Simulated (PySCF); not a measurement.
CH5AlO2S, singlet, at a GFN2-xTB geometry (such geometries of metal compounds can be far from the true shape), with bond 8-7 at 1.8 times its length; CASSCF(6,4)/6-31G (PySCF).

Input for PySCF:
```python
from pyscf import gto, scf, mcscf
import numpy

mol = gto.M(
    atom='''
Al    0.167007    0.709818    0.472184
O     1.059395    2.071508    0.273205
H     1.615856    2.781194   -0.006966
O    -0.754910    0.272842    1.763554
H    -1.206508    0.234812    2.593208
S     0.212878   -0.712302   -1.208691
C    -0.867875   -2.088662   -0.662322
H    -1.581307   -1.729231    1.118069
H    -0.273742   -2.997100   -0.652946
H    -1.677144   -2.183553   -1.379554
''',
    basis='6-31g',
    charge=0,
    spin=0,
    verbose=4,
)

mf = scf.RHF(mol)
mf.kernel()
mc = mcscf.CASSCF(mf, 4, 6)
mc.fix_spin_(ss=0.0)
mc.kernel()
occ = numpy.linalg.eigvalsh(mc.fcisolver.make_rdm1(mc.ci, mc.ncas, mc.nelecas))[::-1]
ss = mc.fcisolver.spin_square(mc.ci, mc.ncas, mc.nelecas)[0]
print('natural occupations', occ.round(4), ' <S^2>', round(ss, 4))
```

### Question
Predict the main parts of the log of this PySCF run.

### Answer

```
PySCF version 2.14.0

[INPUT] verbose = 4
[INPUT] num. atoms = 10
[INPUT] num. electrons = 56
[INPUT] charge = 0
[INPUT] spin (= nelec alpha-beta = 2S) = 0
[INPUT] symmetry False subgroup None
[INPUT] Mole.unit = angstrom
[INPUT] Symbol           X                Y                Z      unit          X                Y                Z       unit  Magmom
[INPUT]  1 Al     0.167007000000   0.709818000000   0.472184000000 AA    0.315597490885   1.341361618287   0.892298440402 Bohr   0.0
[INPUT]  2 O      1.059395000000   2.071508000000   0.273205000000 AA    2.001966407734   3.914582784846   0.516282625862 Bohr   0.0
[INPUT]  3 H      1.615856000000   2.781194000000  -0.006966000000 AA    3.053525296735   5.255694959284  -0.013163832184 Bohr   0.0
[INPUT]  4 O     -0.754910000000   0.272842000000   1.763554000000 AA   -1.426573148695   0.515596655279   3.332634065881 Bohr   0.0
[INPUT]  5 H     -1.206508000000   0.234812000000   2.593208000000 AA   -2.279969687097   0.443730370761   4.900452904031 Bohr   0.0
[INPUT]  6 S      0.212878000000  -0.712302000000  -1.208691000000 AA    0.402281117945  -1.346055697980  -2.284094959227 Bohr   0.0
[INPUT]  7 C     -0.867875000000  -2.088662000000  -0.662322000000 AA   -1.640046060357  -3.946999146786  -1.251607186274 Bohr   0.0
[INPUT]  8 H     -1.581307000000  -1.729231000000   1.118069000000 AA   -2.988237148858  -3.267772996108   2.112844198366 Bohr   0.0
[INPUT]  9 H     -0.273742000000  -2.997100000000  -0.652946000000 AA   -0.517297408791  -5.663698167934  -1.233889114130 Bohr   0.0
[INPUT] 10 H     -1.677144000000  -2.183553000000  -1.379554000000 AA   -3.169342831458  -4.126317148472  -2.606979234048 Bohr   0.0

nuclear repulsion = 276.472915020889
number of shells = 39
number of NR pGTOs = 178
number of NR cGTOs = 63
basis = 6-31g
ecp = {}

******** <class 'pyscf.scf.hf.RHF'> ********
method = RHF
initial guess = minao
damping factor = 0
level_shift factor = 0
DIIS = <class 'pyscf.scf.diis.CDIIS'>
diis_start_cycle = 1
diis_space = 8
diis_damp = 0
SCF conv_tol = 1e-09
SCF conv_tol_grad = None
SCF max_cycles = 50
direct_scf = True
direct_scf_tol = 1e-13
Set gradient conv threshold to 3.16228e-05
Initial guess from minao.
init E= -829.970912035976
  HOMO = -0.251994993261976  LUMO = -0.0524300158997779  gap/eV = 5.43044
cycle= 1 E= -829.684251728574  delta_E= 0.287  |g|= 0.729  |ddm|= 2.82
  HOMO = -0.348503020081147  LUMO = 0.0497065587667265  gap/eV = 10.83583
cycle= 2 E= -829.763718570326  delta_E= -0.0795  |g|= 0.453  |ddm|= 0.922
  HOMO = -0.341064396515042  LUMO = 0.0705722551051542  gap/eV = 11.20120
cycle= 3 E= -829.805839429363  delta_E= -0.0421  |g|= 0.0451  |ddm|= 0.325
  HOMO = -0.343907269000592  LUMO = 0.0757993949254803  gap/eV = 11.42080
cycle= 4 E= -829.806867794754  delta_E= -0.00103  |g|= 0.0104  |ddm|= 0.0991
  HOMO = -0.342190046954472  LUMO = 0.0770955760819718  gap/eV = 11.40934
cycle= 5 E= -829.806939274654  delta_E= -7.15e-05  |g|= 0.00455  |ddm|= 0.0239
  HOMO = -0.342298951663567  LUMO = 0.077342451727483  gap/eV = 11.41902
cycle= 6 E= -829.806955282377  delta_E= -1.6e-05  |g|= 0.00147  |ddm|= 0.0127
  HOMO = -0.342249900729544  LUMO = 0.0775419023134947  gap/eV = 11.42312
cycle= 7 E= -829.806957014295  delta_E= -1.73e-06  |g|= 0.00056  |ddm|= 0.00389
  HOMO = -0.342182822259919  LUMO = 0.0776022173414663  gap/eV = 11.42293
cycle= 8 E= -829.806957292162  delta_E= -2.78e-07  |g|= 0.000108  |ddm|= 0.00185
  HOMO = -0.342183866464082  LUMO = 0.0775955260310885  gap/eV = 11.42278
cycle= 9 E= -829.806957301932  delta_E= -9.77e-09  |g|= 3.71e-05  |ddm|= 0.000367
  HOMO = -0.342179457101462  LUMO = 0.0776003253704047  gap/eV = 11.42279
cycle= 10 E= -829.806957302467  delta_E= -5.35e-10  |g|= 1.3e-05  |ddm|= 5.13e-05
  HOMO = -0.342179894720402  LUMO = 0.0775991943533665  gap/eV = 11.42277
Extra cycle  E= -829.806957302558  delta_E= -9.12e-11  |g|= 6.54e-06  |ddm|= 2.58e-05
converged SCF energy = -829.806957302558

******** <class 'pyscf.mcscf.mc1step.CASSCF'> ********
CAS (3e+3e, 4o), ncore = 25, nvir = 34
max_cycle_macro = 50
max_cycle_micro = 4
conv_tol = 1e-07
conv_tol_grad = None
orbital rotation max_stepsize = 0.02
orbital rotation threshold for CI restart = 0.01
augmented hessian ah_max_cycle = 30
augmented hessian ah_conv_tol = 1e-12
augmented hessian ah_linear dependence = 1e-14
augmented hessian ah_level shift = 1e-08
augmented hessian ah_start_tol = 2.5
augmented hessian ah_start_cycle = 3
augmented hessian ah_grad_trust_region = 3
kf_trust_region = 3
kf_interval = 4
ci_response_space = 4
ci_grad_trust_region = 3
with_dep4 0
natorb = False
canonicalization = True
sorting_mo_energy = False
ao2mo_level = 2
internal_rotation = False
******** <class 'pyscf.fci.addons.SpinPenaltyFCISolver'> ********
max. cycles = 50
conv_tol = 1e-08
davidson only = True
linear dependence = 1e-12
level shift = 0.001
max iter space = 12
nroots = 1
pspace_size = 400
spin = None
CASCI E = -829.816887540373  S^2 = 0.0000000
Set conv_tol_grad to 0.000316228
macro iter   1 ( 21 JK    4 micro), CASSCF E = -829.849784915736  dE = -3.28973754e-02  S^2 = 0.0000000
               |grad[o]|=0.0282  |grad[c]|=0.0309  |ddm|=0.122  |maxRot[o]|= 0.31
macro iter   2 ( 21 JK    4 micro), CASSCF E = -829.859366714981  dE = -9.58179925e-03  S^2 = 0.0000000
               |grad[o]|=0.0471  |grad[c]|=0.0136  |ddm|=0.0402  |maxRot[o]|=0.185
macro iter   3 ( 11 JK    3 micro), CASSCF E = -829.859818414237  dE = -4.51699256e-04  S^2 = 0.0000000
               |grad[o]|=0.0139  |grad[c]|=0.0096  |ddm|=0.00527  |maxRot[o]|=0.121
macro iter   4 ( 21 JK    4 micro), CASSCF E = -829.859825749872  dE = -7.33563445e-06  S^2 = 0.0000000
               |grad[o]|=0.00207  |grad[c]|=0.0222  |ddm|=0.00115  |maxRot[o]|=0.313
macro iter   5 ( 12 JK    3 micro), CASSCF E = -829.859836336140  dE = -1.05862682e-05  S^2 = 0.0000000
               |grad[o]|=0.00294  |grad[c]|=0.00282  |ddm|=0.000499  |maxRot[o]|=0.118
macro iter   6 ( 21 JK    4 micro), CASSCF E = -829.859885786635  dE = -4.94504949e-05  S^2 = 0.0000000
               |grad[o]|=0.00316  |grad[c]|=0.00858  |ddm|=0.00222  |maxRot[o]|=0.242
macro iter   7 ( 12 JK    3 micro), CASSCF E = -829.859933029489  dE = -4.72428545e-05  S^2 = 0.0000000
               |grad[o]|=0.00735  |grad[c]|=0.00587  |ddm|=0.00353  |maxRot[o]|= 0.12
macro iter   8 ( 12 JK    3 micro), CASSCF E = -829.860000972595  dE = -6.79431055e-05  S^2 = 0.0000000
               |grad[o]|=0.00733  |grad[c]|=0.0222  |ddm|=0.00376  |maxRot[o]|=0.149
macro iter   9 ( 21 JK    4 micro), CASSCF E = -829.860060057686  dE = -5.90850915e-05  S^2 = 0.0000000
               |grad[o]|=0.00601  |grad[c]|=0.064  |ddm|=0.00182  |maxRot[o]|=0.285
macro iter  10 ( 21 JK    4 micro), CASSCF E = -829.860095882727  dE = -3.58250410e-05  S^2 = 0.0000000
               |grad[o]|=0.00934  |grad[c]|=0.0202  |ddm|=0.00182  |maxRot[o]|=0.146
macro iter  11 ( 17 JK    4 micro), CASSCF E = -829.860125560590  dE = -2.96778632e-05  S^2 = 0.0000000
               |grad[o]|=0.00678  |grad[c]|=0.0131  |ddm|=0.00499  |maxRot[o]|= 0.13
macro iter  12 ( 12 JK    3 micro), CASSCF E = -829.860132105210  dE = -6.54462008e-06  S^2 = 0.0000000
               |grad[o]|=0.00421  |grad[c]|=0.000735  |ddm|=0.00249  |maxRot[o]|=0.0581
macro iter  13 ( 17 JK    4 micro), CASSCF E = -829.860136430180  dE = -4.32496950e-06  S^2 = 0.0000000
               |grad[o]|=0.00298  |grad[c]|=0.00131  |ddm|=0.00549  |maxRot[o]|=0.0973
macro iter  14 ( 21 JK    4 micro), CASSCF E = -829.860132598786  dE =  3.83139422e-06  S^2 = 0.0000000
               |grad[o]|=0.00199  |grad[c]|=0.000403  |ddm|=0.000736  |maxRot[o]|=0.112
macro iter  15 ( 21 JK    4 micro), CASSCF E = -829.860129421682  dE =  3.17710396e-06  S^2 = 0.0000000
               |grad[o]|=0.00148  |grad[c]|=0.000351  |ddm|=0.00013  |maxRot[o]|=0.0463
macro iter  16 ( 25 JK    4 micro), CASSCF E = -829.860133918870  dE = -4.49718789e-06  S^2 = 0.0000000
               |grad[o]|=0.00119  |grad[c]|=9.48e-05  |ddm|=4.05e-05  |maxRot[o]|=0.0218
macro iter  17 ( 21 JK    4 micro), CASSCF E = -829.860133802473  dE =  1.16396336e-07  S^2 = 0.0000000
               |grad[o]|=0.00104  |grad[c]|=0.00105  |ddm|=0.000351  |maxRot[o]|=0.00818
macro iter  18 ( 22 JK    4 micro), CASSCF E = -829.860136856842  dE = -3.05436913e-06  S^2 = 0.0000000
               |grad[o]|=0.000825  |grad[c]|=0.000112  |ddm|=3.48e-05  |maxRot[o]|=0.0138
macro iter  19 (  7 JK    2 micro), CASSCF E = -829.860143446470  dE = -6.58962790e-06  S^2 = 0.0000000
               |grad[o]|=0.000734  |grad[c]|=0.000195  |ddm|=0.000131  |maxRot[o]|=0.021
macro iter  20 (  7 JK    2 micro), CASSCF E = -829.860154097073  dE = -1.06506023e-05  S^2 = 0.0000000
               |grad[o]|=0.000639  |grad[c]|=0.00074  |ddm|=0.000583  |maxRot[o]|=0.0362
macro iter  21 (  7 JK    2 micro), CASSCF E = -829.860163920542  dE = -9.82346933e-06  S^2 = 0.0000000
               |grad[o]|=0.000499  |grad[c]|=0.00109  |ddm|=0.00155  |maxRot[o]|=0.0517
macro iter  22 (  7 JK    2 micro), CASSCF E = -829.860171291090  dE = -7.37054847e-06  S^2 = 0.0000000
               |grad[o]|=0.00036  |grad[c]|=0.00251  |ddm|=0.00206  |maxRot[o]|= 0.06
macro iter  23 (  7 JK    2 micro), CASSCF E = -829.860175476535  dE = -4.18544482e-06  S^2 = 0.0000000
               |grad[o]|=0.000286  |grad[c]|=0.00396  |ddm|=0.0018  |maxRot[o]|=0.0647
macro iter  24 (  6 JK    1 micro), CASSCF E = -829.860177634983  dE = -2.15844807e-06  S^2 = 0.0000000
               |grad[o]|=0.000179  |grad[c]|=0.00372  |ddm|=0.00117  |maxRot[o]|=0.0577
macro iter  25 (  7 JK    2 micro), CASSCF E = -829.860180157826  dE = -2.52284303e-06  S^2 = 0.0000000
               |grad[o]|=0.000447  |grad[c]|=0.00445  |ddm|=0.00142  |maxRot[o]|=0.0685
macro iter  26 (  7 JK    2 micro), CASSCF E = -829.860182350211  dE = -2.19238484e-06  S^2 = 0.0000000
               |grad[o]|=0.000367  |grad[c]|=0.00491  |ddm|=0.00158  |maxRot[o]|=0.0692
macro iter  27 (  7 JK    2 micro), CASSCF E = -829.860184581842  dE = -2.23163033e-06  S^2 = 0.0000000
               |grad[o]|=0.000303  |grad[c]|=0.00594  |ddm|=0.0018  |maxRot[o]|=0.0695
macro iter  28 (  7 JK    2 micro), CASSCF E = -829.860185298403  dE = -7.16561885e-07  S^2 = 0.0000000
               |grad[o]|=0.000148  |grad[c]|=0.00362  |ddm|=0.000793  |maxRot[o]|=0.0504
macro iter  29 (  6 JK    2 micro), CASSCF E = -829.860185922841  dE = -6.24437462e-07  S^2 = 0.0000000
               |grad[o]|=0.000367  |grad[c]|=0.00235  |ddm|=0.000485  |maxRot[o]|=0.033
macro iter  30 (  3 JK    1 micro), CASSCF E = -829.860185927996  dE = -5.15501597e-09  S^2 = 0.0000000
               |grad[o]|=9.72e-05  |grad[c]|=1.3e-05  |ddm|=1.76e-05  |maxRot[o]|=0.000583
1-step CASSCF converged in  30 macro (407 JK  89 micro) steps
CASSCF canonicalization
Density matrix diagonal elements [1.96352688 1.99969302 1.84092436 0.19585574]
CASSCF energy = -829.860185927996
CASCI E = -829.860185927996  E(CI) = -8.65237871661350  S^2 = 0.0000000
natural occupations [1.9999 1.9996 1.8052 0.1953]  <S^2> 0.0
```
